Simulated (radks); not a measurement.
Species: Li II. Configuration: [He].

Calculated with a radial shooting solver on a logarithmic mesh with Libxc functionals: Dirac Kohn-Sham, LDA (Slater exchange, Perdew-Wang correlation), spin-unpolarised, spherical densities, finite nucleus; Fermi nuclear charge, rms radius 2.444 fm.

Energy parts (hartree):
total: -7.14295
kinetic: 7.05861
electron-nucleus: -15.91557
Hartree: 3.24411
exchange-correlation: -1.53010

Orbitals (lengths in bohr, moments of r in powers of bohr):
orbital  occ.  eigenvalue (hartree)   <r^2>   <r^4>
1s1/2       2              -2.19012  0.4682  0.5969

The highest occupied level is 1s1/2 at -59.596 eV. Summed over all electrons, <r^2> = 0.9364 bohr^2, which gives a Langevin (diamagnetic) susceptibility term of -0.742 x 10^-6 cm^3/mol. The electron density at the nucleus is 13.49 e/bohr^3. The density falls to 0.001 e/bohr^3 at r = 1.86 bohr.
